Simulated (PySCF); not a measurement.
Geometry:
| atom | x (Å) | y (Å) | z (Å) |
| --- | --- | --- | --- |
| B1 | 1.742 | -1.057 | -0.277 |
| C2 | 0.388 | -0.320 | -0.434 |
| C3 | 0.165 | 1.164 | -0.038 |
| C4 | -1.287 | 0.808 | 0.334 |
| C5 | -0.903 | -0.684 | 0.341 |
| H6 | 2.785 | -0.475 | -0.487 |
| H7 | 1.784 | -2.236 | 0.003 |
| H8 | 0.203 | -0.430 | -1.528 |
| H9 | 0.763 | 1.447 | 0.843 |
| H10 | 0.323 | 1.928 | -0.814 |
| H11 | -1.982 | 1.041 | -0.488 |
| H12 | -1.695 | 1.235 | 1.263 |
| H13 | -0.679 | -1.051 | 1.356 |
| H14 | -1.599 | -1.394 | -0.129 |

Geometry: PBE0-D3(BJ)/def2-SVP; GIAO shifts from PySCF 2.14, gas phase, non-relativistic, averaged over equivalent atoms.

At PBE0/6-31G* (88 basis functions, 6.5 s wall time on 1 thread of an Arm Neoverse V1, shared host):
```csv
atoms,δ (ppm)
B1,81.2
C2,41.0
C3/C5,26.8
C4,21.8
H6/H7,7.83
H9/H13,2.39
H8,2.23
H10/H14,2.22
H11,2.18
H12,1.74
```

Shifts are taken against calculated references (same method and geometry level): BF3·OEt2 for ¹¹B (112.25 ppm); ¹³C (194.14 ppm) and ¹H (31.96 ppm) against TMS.

Estimate the result of repeating the calculation with BHandHLYP/pcSseg-1.

## Answers


```tsv
atoms	δ at BHandHLYP/pcSseg-1	change
B1	87.8	+6.6
C2	42.0	+1.0
C3/C5	26.9	+0.1
C4	21.8	+0.0
H6/H7	7.19	-0.64
H9/H13	2.08	-0.31
H8	1.84	-0.39
H10/H14	2.08	-0.14
H11	2.04	-0.14
H12	1.69	-0.05
```

Chemical shifts δ = σref − σ; BF3·OEt2 for ¹¹B (104.59 ppm); ¹³C (183.98 ppm), ¹H (31.44 ppm) against TMS, all at this level.

The largest change is at B1 (boron bonded to C, 2 H). Cost: 130 basis functions, 7.8 s wall time on 1 thread of an Arm Neoverse V2, shared host. The order of the carbon signals is the same at both levels.

A carbon bonded to boron is broadened by the quadrupolar boron nucleus and is often missing from a measured spectrum.
